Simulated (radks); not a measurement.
The numbers below are computed, except where a source is named.
Lu+, configuration [Kr] 4d10 4f14 5s1 5p6 6s2 5d1 (not the ground configuration).

Level of theory: scalar-relativistic Kohn-Sham, BLYP, spin-polarised, spherical densities, point nucleus; open shells are filled with parallel spins first (spin-orbit coupling, left out, can overturn this in heavy ions) (a radial shooting solver on a logarithmic mesh with Libxc functionals).

Energy parts (eV):
total: -396247.07
kinetic: 433046.41
electron-nucleus: -975622.50
Hartree: 154507.86
exchange-correlation: -8178.83

Orbitals (lengths in bohr, moments of r in powers of bohr):
orbital  occ.  eigenvalue (eV)   <1/r>
1s up       1        -63267.29   82.24
1s down     1        -63267.15   82.24
2s up       1        -10780.64   19.19
2s down     1        -10780.52   19.19
2p up       3        -9485.357   17.56
2p down     3        -9485.248   17.56
3s up       1        -2452.811   7.093
3s down     1        -2452.732   7.093
3p up       3        -2064.218   6.589
3p down     3        -2064.134   6.589
3d up       5        -1597.915   6.237
3d down     5        -1597.818   6.237
4s up       1        -498.6586   3.000
4s down     1        -498.4938   3.000
4p up       3        -371.2226   2.733
4p down     3        -371.0410   2.734
4d up       5        -205.0880   2.419
4d down     5        -204.8391   2.420
4f up       7         -22.7593   1.838
4f down     7         -22.2405   1.847
5s up       1         -74.0321   1.146
5s down     0         -72.6973   1.147
5p up       3         -43.9099  0.9591
5p down     3         -42.5796  0.9572
5d up       1         -11.0378  0.5987
5d down     0         -10.1320  0.5826
6s up       1         -11.7829  0.4036
6s down     1         -11.3596  0.3963
6p up       0          -6.8723  0.3080
6p down     0          -6.6372  0.3011

The highest occupied level is 5d up at -11.038 eV. The configuration is held as typed, so some empty levels lie below it. Summed over all electrons, <r^2> = 58.14 bohr^2, which gives a Langevin (diamagnetic) susceptibility term of -46 x 10^-6 cm^3/mol.
